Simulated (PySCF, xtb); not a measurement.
B(F)(Me)2 (C₂H₆BF), SMILES CB(C)F.

GFN2-xTB (xtb) at its own geometry gives an orbital gap of 5.16 eV and a dipole moment of 1.57 D.

Coordinates come from a B3LYP-D3(BJ)/def2-SVP optimisation.

**Question.** What does M06-2X/def2-TZVP in PySCF give? (The exact figures need the calculation; the answer reports its results.)

**Answer.** gap 11.07 eV (levels -10.06 and 1.01 eV), dipole 1.41 D.
